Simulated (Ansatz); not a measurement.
The first iterations of a band of C2H6BF (10 atoms, charge 0, multiplicity 1).

All numbers below come from Ansatz, RKS PBE0/6-31G*.

```json
{"movable images": "9", "climbing image": "yes", "spring": "5.0 eV/Å²", "optimiser": "quadratic models (default)", "start path": "IDPP", "force threshold": "0.05 eV/Å", "iteration limit": "52", "end points": "relaxed"}
```

First end point:

```xyz
10
Properties=species:S:1:pos:R:3
C -0.893 0.750 -0.296
C -0.031 -0.174 0.562
B 1.208 -0.820 -0.137
F 1.467 -0.570 -1.416
H -1.293 0.223 -1.168
H -1.741 1.153 0.267
H -0.311 1.597 -0.673
H -0.632 -0.999 0.979
H 0.337 0.349 1.459
H 1.973 -1.560 0.425
```

Last end point:

```xyz
10
Properties=species:S:1:pos:R:3
C -0.683 0.947 -0.293
C 0.169 0.015 0.566
B 0.752 -1.249 -0.145
F 0.494 -1.482 -1.427
H -0.110 1.340 -1.140
H -1.549 0.422 -0.708
H -1.055 1.802 0.281
H -0.396 -0.341 1.442
H 1.018 0.556 1.014
H 1.444 -2.060 0.414
```

| iteration | highest image above the first end (eV) | largest band force component (eV/Å) |
| --- | --- | --- |
| 1 | 0.134 | 0.637 |
| 2 | 0.091 | 0.273 |

Q: Does the band converge within its limit, and where does its top end?

A: It converged. It ended after 5 iterations with the highest image 0.088 eV above the first end. A vibrational analysis at the climbing image gives one clearly imaginary mode, 218i cm⁻¹: a first-order saddle point.

Time of the run: 3.3 min on 1 thread of AMD EPYC (Zen 3), on a shared host, peak memory 0.15 GiB.
